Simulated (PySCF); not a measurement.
Problem. What does the PBE0-D3(BJ)/def2-SVP structure of cis-Zr(PH3)2Cl4, `[PH3]->[Zr](<-[PH3])([Cl])([Cl])([Cl])[Cl]` look like in three dimensions? (Singlet state.)

Solution. 
```
atom  x, y, z in Å
Zr1   -1.0358   -0.0507   -0.9923
P2    -0.7625   -0.4353    1.8060
H3    -1.4995    0.4110    2.6712
H4     0.5129   -0.2822    2.4115
H5    -1.1002   -1.6943    2.3622
Cl6   -0.7102    0.3549   -3.2909
P7     1.7568    0.4602   -0.8556
H8     2.4219    0.3993    0.3978
H9     2.2244    1.7324   -1.2695
H10    2.6411   -0.3664   -1.5927
Cl11  -3.3101   -0.5065   -0.5731
Cl12  -0.9666    2.2068   -0.1605
Cl13  -0.1418   -2.2814   -0.8920
```

Orientation and origin are arbitrary. Atoms count from 1 in this order. The Cl–Zr distances run from 2.357 Å (Zr1–Cl6) to 2.407 Å (Zr1–Cl12), a spread of 0.050 Å. Zr1 (zirconium bonded to 4 Cl and 2 P) has the three widest angles are 167.0°, 166.4° and 147.6°, the others run from 77.5° to 109.9°. P2 (phosphorus bonded to Zr and 3 H) is distorted tetrahedral (angles from 98.2° to 119.5°).

Bonds between heavy atoms (Å): Zr1–P2 2.838, Zr1–Cl6 2.357, Zr1–P7 2.842, Zr1–Cl11 2.357, Zr1–Cl12 2.407, Zr1–Cl13 2.405.

The calculation used PBE0-D3(BJ)/def2-SVP geometry optimisation, gas phase, def2 core potentials past Kr (PySCF).

No frequency check.

On Arm Neoverse V1, one thread (shared host), this took 9.5 min and 0.78 GiB of memory at its peak. These figures are those of the optimisation.
